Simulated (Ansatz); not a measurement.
Cost and result for the atomization energy of CH3GaO2Se (`O=C(O)[Se][GaH2]`) (8 atoms, 7 bonds).

The species carries charge 0 and has multiplicity 1. Correlated methods include outer-core shells of Ga, Se, which these sets cover unevenly. Scalar relativity is left out up to krypton. The structure was optimised at the PBE0-D4/def2-TZVP level. It is one conformer, not always the lowest. Program: Ansatz. All runs use 4 threads of an Arm Neoverse V2 on a shared host. Times are those of one run each, without the atoms' runs, and a repeat can differ threefold. Electronic energies, without spin–orbit coupling; frozen cores. CCSD(T)/CBS adds CCSD(T) − MP2 in def2-TZVPP to the MP2 limit, and its time is that of the two runs behind it. T1 = 0.015. With those shells the extrapolation isn't a true limit. B3LYP takes the VWN-RPA correlation (the form of Gaussian; ORCA's B3LYP/G). HSE06 is the plane-wave form, built on full-range PBE exchange.

CCSD(T)/CBS is a level of theory with its own doubt, some kJ/mol a heavy atom from the limit and from the frozen cores, so smaller differences don't rank the functionals.

| level | functions | wall time |
| --- | --- | --- |
| LDA (SPW92)/def2-TZVPP | 231 | 1.5 s |
| BLYP-D4/def2-TZVPP | 231 | 2.6 s |
| PBE-D4/def2-TZVPP (with forces) | 231 | 3 s |
| HSE06-D4/def2-TZVPP | 231 | 4.5 s |
| B3LYP-D4/def2-TZVPP (with forces) | 231 | 6.5 s |
| r2SCANh-D4/def2-TZVPP | 231 | 7.5 s |
| B97M-V/def2-TZVPP | 231 | 10 s |
| ωB97X-V/def2-TZVPP | 231 | 11 s |
| CCSD(T)/def2-SVP | 121 | 15 s |
| ωB97M-V/def2-TZVPP (with forces) | 231 | 15 s |
| MP2/def2-QZVPP | 439 | 29 s |
| CCSD(T)/def2-TZVPP | 231 | 4.8 min |
| CCSD(T)/CBS(def2) | – | 5.3 min |

**Question.** What atomization energy does each give, and how far from CCSD(T)/CBS? (An estimate is asked.)

**Answer.** Computed: 
```tsv
level	atomization (kcal/mol)	difference from CCSD(T)/CBS	per bond
LDA (SPW92)/def2-TZVPP	792.3	131.0	18.7
BLYP-D4/def2-TZVPP	660.5	-0.8	-0.1
PBE-D4/def2-TZVPP (with forces)	684.1	22.8	3.3
HSE06-D4/def2-TZVPP	659.5	-1.8	-0.3
B3LYP-D4/def2-TZVPP (with forces)	652.8	-8.5	-1.2
r2SCANh-D4/def2-TZVPP	658.2	-3.1	-0.4
B97M-V/def2-TZVPP	661.8	0.5	0.1
ωB97X-V/def2-TZVPP	661.9	0.6	0.1
CCSD(T)/def2-SVP	617.4	-43.9	-6.3
ωB97M-V/def2-TZVPP (with forces)	657.7	-3.6	-0.5
MP2/def2-QZVPP	676.8	15.5	2.2
CCSD(T)/def2-TZVPP	642.3	-19.0	-2.7
CCSD(T)/CBS(def2)	661.3	0.0	0.0
```

From BLYP to BHLYP (50 % exact exchange), in def2-TZVPP and without D4, the atomization energy moves by −36.9 kcal/mol: exact exchange takes away binding that semilocal exchange gives to molecules. Leaving LDA and LC-ωPBE aside and taking each functional with its dispersion term where it has one, the values, not all of them listed here, spread over 64.7 kcal/mol, from BHLYP-D4 to PBE-D4. LDA lies +113.5 kcal/mol from PBE without D4, its usual overbinding. In def2-TZVPP, CCSD(T) changes the Hartree–Fock value by +217.5 kcal/mol (the triples alone add +17.4 kcal/mol) and MP2 by +240.9 kcal/mol; breaking electron pairs costs correlation energy, which Hartree–Fock lacks.

For some Ge, Se and Sn compounds the MP2-based and the directly extrapolated limit differ by 10 to 25 kJ/mol.
